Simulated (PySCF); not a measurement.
GaFBr2, SMILES [Ga]([Br])([Br])[F].

Coordinates come from a ωB97X-D3(BJ)/def2-SVP optimisation. The structure was generated by enumeration; whether it is a known compound was not checked.

Two levels are set side by side: PBE/def2-TZVP (PySCF) and M06-2X/def2-TZVP (PySCF). Same geometry, gas phase. Differences are taken from unrounded values.

```
quantity                     M06-2X
---------------------------  ------
orbital gap (eV)               9.00
highest occupied level (eV)  -10.25
lowest empty level (eV)       -1.25
dipole moment (D)              1.18
mean polarisability (bohr³)    61.8
```

What does PBE give, and how far is it from M06-2X? (An estimate is asked for; the answer gives what the named calculation found.)


| quantity | PBE | PBE minus M06-2X |
|---|---|---|
| orbital gap (eV) | 4.64 | -4.36 |
| highest occupied level (eV) | -7.69 | 2.56 |
| lowest empty level (eV) | -3.06 | -1.81 |
| dipole moment (D) | 1.09 | -0.10 |
| mean polarisability (bohr³) | 66.1 | 4.3 |

Without exact exchange PBE keeps part of each electron's self-repulsion, which lifts occupied levels and narrows the gap. Loosely held outer electrons make PBE densities more polarisable. Differences between two approximate levels are no errors against the true value.

Rough cost on one machine, each run with all the roots and properties that it gave: M06-2X against PBE about 3 times.
